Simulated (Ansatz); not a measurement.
Gas-phase electronic energies from Ansatz, PBE0-D4/def2-TZVP geometries. CBS: MP2 limit from def2 TZ/QZ plus the TZ coupled-cluster correction, frozen cores. This one scheme is used for every species. DFT in def2-TZVPP. B3LYP here is the variant with VWN-RPA as its local correlation; programs differ in this. Each species was taken in one conformer, which may not be the lowest.

`CCOC(=O)C(C)CC` + H–F → `CCC(C)F` + `CCOC=O`  (substitution at a C–C bond)

Problem. Is it downhill or uphill in electronic energy at CCSD(T)/CBS, and by how much? (Best estimate.)

Solution. Computed: Uphill: ΔE = +13.7 kcal/mol.

Problem. What do these levels give: PBE-D4, r2SCAN-D4, ωB97M-V, r2SCAN, B3LYP, HF/def2-TZVPP, MP2/def2-TZVPP, CCSD/def2-TZVPP, CCSD(T)/def2-TZVPP, MP2/def2-QZVPP, SCS-MP2/def2-QZVPP, CCSD/CBS(def2)? (Estimate.)

Solution. The calculation gave: PBE-D4 10.1, r2SCAN-D4 9.8, ωB97M-V 11.0, r2SCAN 8.8, B3LYP 5.9, HF/def2-TZVPP 6.1, MP2/def2-TZVPP 15.7, CCSD/def2-TZVPP 12.3, CCSD(T)/def2-TZVPP 13.1, MP2/def2-QZVPP 16.1, SCS-MP2/def2-QZVPP 13.3, CCSD/CBS(def2) 12.9 kcal/mol.

Largest T1 diagnostic among the species: 0.014.

From PBE to PBE0 (25 % exact exchange), in def2-TZVPP and without D4, ΔE moves by +1.8 kcal/mol. In def2-TZVPP, CCSD(T) changes the Hartree–Fock value by +7.0 kcal/mol (the triples alone add +0.8 kcal/mol) and MP2 by +9.6 kcal/mol. The D4 term adds +3.9 kcal/mol with B3LYP and +2.4 kcal/mol with PBE0; it sums over pairs of atoms, weighted by their polarisabilities, and B3LYP, whose exchange is more repulsive, gets the larger term.
